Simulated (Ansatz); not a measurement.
Reaction (substitution at a C–C bond): `C/C=C/CCl` + `NB(F)S` → `CNB(F)S` + `C=CCCl`

Gas-phase electronic energies from Ansatz, PBE0-D4/def2-TZVP geometries. CCSD(T)/CBS is the MP2 limit (def2-TZVPP, def2-QZVPP) plus CCSD(T) − MP2 in def2-TZVPP, frozen cores. This one scheme is used for every species. Functionals use def2-TZVPP. One conformer a species, not always the lowest.

```tsv
species	r2SCAN-D4 energy (Eh)
`C/C=C/CCl`	-616.76523
`NB(F)S`	-579.55906
`CNB(F)S`	-618.84997
`C=CCCl`	-577.45589
```

Task: Work out ΔE.

Result: ΔE = (-618.84997) + (-577.45589) − (-616.76523) − (-579.55906) = 0.01843 Eh = +48.4 kJ/mol. CCSD(T)/CBS gives +45.0 kJ/mol.

Largest T1 diagnostic among the species: 0.012.
